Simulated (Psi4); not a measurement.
CH$_{4}$N (SMILES C[NH]), doublet, at a GFN2-xTB geometry; B3LYP/6-311++G** (Psi4).

Input for Psi4:
```
memory 2 GB

molecule mol {
0 2
C     0.050903    0.606579    0.040885
N     0.002142   -0.786418    0.062737
H    -0.956248    1.058042    0.013970
H    -0.493302   -1.148417   -0.751663
H     0.585541    0.964132    0.922197
H     0.543592    0.991691   -0.868973
}

set {
  basis 6-311++g**
  reference uks
  s_tolerance 1e-3
  s_orthogonalization canonical
}

energy('b3lyp')
print_variables()
```

The log (banner, timings and long lists left out):

```
   => Loading Basis Set <=

    Name: 6-311++G**
    Role: ORBITAL
    Keyword: BASIS

         ---------------------------------------------------------
                                   SCF
               by Justin Turney, Rob Parrish, Andy Simmonett
                          and Daniel G. A. Smith
                              UKS Reference
         ---------------------------------------------------------

  ==> Geometry <==

    Molecular point group: c1
    Full point group: C1

    Geometry (in Angstrom), charge = 0, multiplicity = 2:

       Center              X                  Y                   Z               Mass
    ------------   -----------------  -----------------  -----------------  -----------------
         C            0.040318251014     0.668284173328     0.018267386634    12.000000000000
         N           -0.008442748986    -0.724712826672     0.040119386634    14.003074004430
         H           -0.966832748986     1.119747173328    -0.008647613366     1.007825032230
         H           -0.503886748986    -1.086711826672    -0.774280613366     1.007825032230
         H            0.574956251014     1.025837173328     0.899579386634     1.007825032230
         H            0.533007251014     1.053396173328    -0.891590613366     1.007825032230

  Running in c1 symmetry.

  Rotational constants: A =      4.22021  B =      0.88883  C =      0.84697 [cm^-1]
  Rotational constants: A = 126518.80790  B =  26646.37599  C =  25391.60061 [MHz]
  Nuclear repulsion =   36.728875984957554

  Charge       = 0
  Multiplicity = 2
  Electrons    = 17
  Nalpha       = 9
  Nbeta        = 8

  ==> Algorithm <==

  SCF Algorithm Type is DF.
  DIIS enabled.
  MOM disabled.
  Fractional occupation disabled.
  Guess Type is SAD.
  Energy threshold   = 1.00e-06
  Density threshold  = 1.00e-06
  Integral threshold = 1.00e-12

  ==> Primary Basis <==

  Basis Set: 6-311++G**
    Blend: 6-311++G**
    Number of shells: 40
    Number of basis functions: 72
    Number of Cartesian functions: 74
    Spherical Harmonics?: true
    Max angular momentum: 2

  ==> DFT Potential <==

   => LibXC <=

    Version 7.1.2
    S. Lehtola, C. Steigemann, M. J. T. Oliveira, and M. A. L. Marques,  SoftwareX 7, 1–5 (2018) (10.1016/j.softx.2017.11.002)

   => Composite Functional: B3LYP <=

    B3LYP Hyb-GGA Exchange-Correlation Functional

    P. J. Stephens, F. J. Devlin, C. F. Chabalowski, and M. J. Frisch,  J. Phys. Chem. 98, 11623 (1994) (10.1021/j100096a001)

    Deriv               =              1
    GGA                 =           TRUE
    Meta                =          FALSE

    Exchange Hybrid     =           TRUE
    MP2 Hybrid          =          FALSE

   => Exchange Functionals <=

    0.0800   Slater exchange
    0.7200         Becke 88

   => Exact (HF) Exchange <=

    0.2000               HF

   => Correlation Functionals <=

    0.1900   Vosko, Wilk & Nusair (VWN5_RPA)
    0.8100   Lee, Yang & Parr

   => LibXC Density Thresholds  <==

    XC_HYB_GGA_XC_B3LYP:  1.00E-15

   => Molecular Quadrature <=

    Radial Scheme          =       TREUTLER
    Pruning Scheme         =           NONE
    Nuclear Scheme         =       TREUTLER

    Blocking Scheme        =         OCTREE
    BS radius alpha        =              1
    Pruning alpha          =              1
    Radial Points          =             75
    Spherical Points       =            302
    Total Points           =         131676
    Total Blocks           =           1043
    Max Points             =            255
    Max Functions          =             72
    Weights Tolerance      =       1.00E-15

   => Loading Basis Set <=

    Name: (6-311++G** AUX)
    Role: JKFIT
    Keyword: DF_BASIS_SCF

  ==> Integral Setup <==

  SCF_SUBTYPE=INCORE selected. In-core MEM_DF algorithm will be used.
  Using in-core AOs.

  ==> MemDFJK: Density-Fitted J/K Matrices <==

    J tasked:                   Yes
    K tasked:                   Yes
    wK tasked:                   No
    Algorithm:                 Core
    Schwarz Cutoff:           1E-12
    Mask sparsity (%):       0.0000
    Fitting Condition:        1E-10

   => Auxiliary Basis Set <=

  Basis Set: (6-311++G** AUX)
    Blend: AUG-CC-PVTZ-JKFIT
    Number of shells: 116
    Number of basis functions: 392
    Number of Cartesian functions: 482
    Spherical Harmonics?: true
    Max angular momentum: 4

    Using canonical orthogonalization.
  Minimum eigenvalue in the overlap matrix is 6.5092726219E-04.
  Reciprocal condition number of the overlap matrix is 6.6934600080E-05.
  Overall, 1 of 72 possible MOs eliminated.

  ==> Pre-Iterations <==

  SCF Guess: Superposition of Atomic Densities via on-the-fly atomic UHF (no occupation information).

   -------------------------
    Irrep   Nso     Nmo
   -------------------------
     A         72      71
   -------------------------
    Total      72      71
   -------------------------

  ==> Iterations <==

                           Total Energy        Delta E     RMS |[F,P]|

   @DF-UKS iter SAD:   -94.66073793801871   -9.46607e+01   0.00000e+00
   @DF-UKS iter   1:   -94.94667105565904   -2.85933e-01   1.05304e-02 ADIIS/DIIS
   @DF-UKS iter   2:   -94.71706638634826    2.29605e-01   1.37838e-02 ADIIS/DIIS
   @DF-UKS iter   3:   -95.21935734389567   -5.02291e-01   1.42050e-03 ADIIS/DIIS
   @DF-UKS iter   4:   -95.22227801856693   -2.92067e-03   8.93109e-04 ADIIS/DIIS
   @DF-UKS iter   5:   -95.22402824497877   -1.75023e-03   7.76951e-05 DIIS
   @DF-UKS iter   6:   -95.22404741080652   -1.91658e-05   1.95109e-05 DIIS
   @DF-UKS iter   7:   -95.22404951056910   -2.09976e-06   5.04088e-06 DIIS
   @DF-UKS iter   8:   -95.22404965348333   -1.42914e-07   1.48306e-06 DIIS
   @DF-UKS iter   9:   -95.22404966378573   -1.03024e-08   4.19600e-07 DIIS
  Energy and wave function converged.

  ==> Post-Iterations <==

   Electrons on quadrature grid:
      Nalpha   =    8.9999978079 ; deviation = -2.192e-06
      Nbeta    =    7.9999979738 ; deviation = -2.026e-06
      Ntotal   =   16.9999957817 ; deviation = -4.218e-06

   @Spin Contamination Metric:   3.790757560E-03
   @S^2 Expected:                7.500000000E-01
   @S^2 Observed:                7.537907576E-01
   @S   Expected:                5.000000000E-01
   @S   Observed:                5.000000000E-01

    Orbital Energies [Eh]
    ---------------------

    Alpha Occupied:

[...]
    Alpha Virtual:

[...]
    Beta Occupied:

[...]
    Beta Virtual:

[...]
    Final Occupation by Irrep:
              A
    DOCC [     8 ]
    SOCC [     1 ]
    NA   [     9 ]
    NB   [     8 ]

  @DF-UKS Final Energy:   -95.22404966378573

   => Energetics <=

    Nuclear Repulsion Energy =             36.7288759849575541
    One-Electron Energy =                -200.2522198103679330
    Two-Electron Energy =                  79.4735929093910727
    DFT Exchange-Correlation Energy =     -11.1742987477664109
    Empirical Dispersion Energy =           0.0000000000000000
    VV10 Nonlocal Energy =                  0.0000000000000000
    Total Energy =                        -95.2240496637857348

  UHF NO Occupations:
  HONO-2 :    7  A 1.9994435
  HONO-1 :    8  A 1.9991602
  HONO-0 :    9  A 1.0000000
  LUNO+0 :   10  A 0.0008398
  LUNO+1 :   11  A 0.0005565
  LUNO+2 :   12  A 0.0002449
  LUNO+3 :   13  A 0.0001823

Computation Completed

Properties will be evaluated at   0.000000,   0.000000,   0.000000 [a0]

Properties computed using the SCF density matrix

 Multipole Moments:

 ------------------------------------------------------------------------------------
     Multipole            Electronic (a.u.)      Nuclear  (a.u.)        Total (a.u.)
 ------------------------------------------------------------------------------------

 L = 1.  Multiply by 2.5417464519 to convert [e a0] to [Debye]
 Dipole X            :          0.0388194           -0.3400482           -0.3012288
 Dipole Y            :         -1.4143039            1.9822924            0.5679884
 Dipole Z            :          0.1722222           -0.7265986           -0.5543764
 Magnitude           :                                                    0.8489304

 ------------------------------------------------------------------------------------

  Variable Map:
  ----------------------------------------------------------------------------
[...]
  Array Variable Map:
  ----------------------------------------------------------------------------
[...]
[...]
```
